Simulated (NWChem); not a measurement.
# SnCl$_{3}$ anion; SMILES [Cl][Sn-]([Cl])[Cl]

No frequency run checked for a minimum. def2 effective core potentials on Sn; no spin-orbit coupling.

**Question.** Give the equilibrium geometry at B3LYP/def2-SVPD with def2 effective core potentials on Sn (NWChem) as a list of bonds and angles, with the point group.

**Answer.** point group C3v; any orientation.
Bonds (Å): Sn1–Cl2 2.548, Sn1–Cl3 2.548, Sn1–Cl4 2.548. Angles (°): Cl2–Sn1–Cl3 99.0, Cl2–Sn1–Cl4 99.0, Cl3–Sn1–Cl4 99.0.
